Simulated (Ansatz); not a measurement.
Basis-set extrapolation for CH6F2O2Si2 (`O[SiH](O)C[SiH](F)F`) (PBE0-D4/def2-TZVP geometry, frozen core, Ansatz). Multiplicity 1, RHF reference.

```csv
,def2-TZVPP,def2-QZVPP
HF,-968.310854,-968.348580
MP2 correlation,-1.389473,-1.508757
CCSD(T) correlation,-1.469209,not run
```

Energies in hartree. Use E(X) = E(∞) + A·exp(−7.88·√X) for Hartree–Fock and E(X) = E(∞) + B·X^(−2.97) for correlation, with X = 3 and 4, and add CCSD(T) minus MP2 of the smaller set to the MP2 limit.

What is the CCSD(T) energy at the basis-set limit?

HF limit: -968.348580 + (-0.037726) × 0.13774 = -968.35378. MP2 limit: -1.508757 + (-0.119284) × 0.74074 = -1.59712. Higher-order term: -1.469209 − (-1.389473) = -0.07974. Total: -970.03064 hartree, 157.2 kcal/mol below CCSD(T)/def2-TZVPP.
